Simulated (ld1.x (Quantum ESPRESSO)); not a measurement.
# Which change was made? (As, TM semilocal)

As, norm-conserving Troullier–Martins (semilocal form), made with ld1.x (Quantum ESPRESSO) 7.5 (LDA (PZ), scalar-relativistic). Core [Ar] 3d10, reference 4s2 4p3. Waves: 4s (bound): rc 1.30 bohr; 4d channel at 0.25 Ry: rc 1.80 bohr; 4p (bound): rc 2.15 bohr. Local part: the p channel. Core correction: a·sin(br)/r model core inside 0.60 bohr.

Cutoffs, loose and tight: the cutoffs (Ry, on a coarse ladder) from which the occupation-weighted sum of valence levels, in a spherical-Bessel basis at the reference potential, stays within 10 and 1 mRy of its value at 400 Ry. They do not see the model core or the augmentation charge, which bear on the density cutoff. Test errors are all-electron minus pseudo excitation energies from the reference, over the configurations 4s2 4p2; 4s2 4p1; 4s2 4p0; 4s1 4p4; 4s2 4p3.3; 4s1 4p3; 4s0 4p5 (two spin-polarised tests are not counted in the largest error); variants that change the core or the reference have their own tests.

The base gives: outcome: generated; cutoff, loose: 45 Ry; cutoff, tight: 100 Ry; bound ghosts: none; largest test error (meV): -88.

(1) After one change the result is: outcome: generated; cutoff, loose: 230 Ry; cutoff, tight: over 300 Ry; bound ghosts: s; largest test error (meV): -168. Which change was it?
A. all radii but the core radius scaled by about 1.17 (s 1.52, p 2.52, d 2.10 bohr)
B. wave 4d channel at 0.25 Ry: rc 1.80 bohr becomes 4d channel at 0.25 Ry: rc 1.24 bohr
C. wave 4s (bound): rc 1.30 bohr becomes 4s (bound): rc 1.00 bohr

Results:

(1) C. The others give: all radii but the core radius scaled by about 1.17 (s 1.52, p 2.52, d 2.10 bohr) → outcome: generated; cutoff, loose: 35 Ry; cutoff, tight: 50 Ry; bound ghosts: none; largest test error (meV): -145 | wave 4d channel at 0.25 Ry: rc 1.80 bohr becomes 4d channel at 0.25 Ry: rc 1.24 bohr → outcome: generated; cutoff, loose: 45 Ry; cutoff, tight: 100 Ry; bound ghosts: d; largest test error (meV): -88.
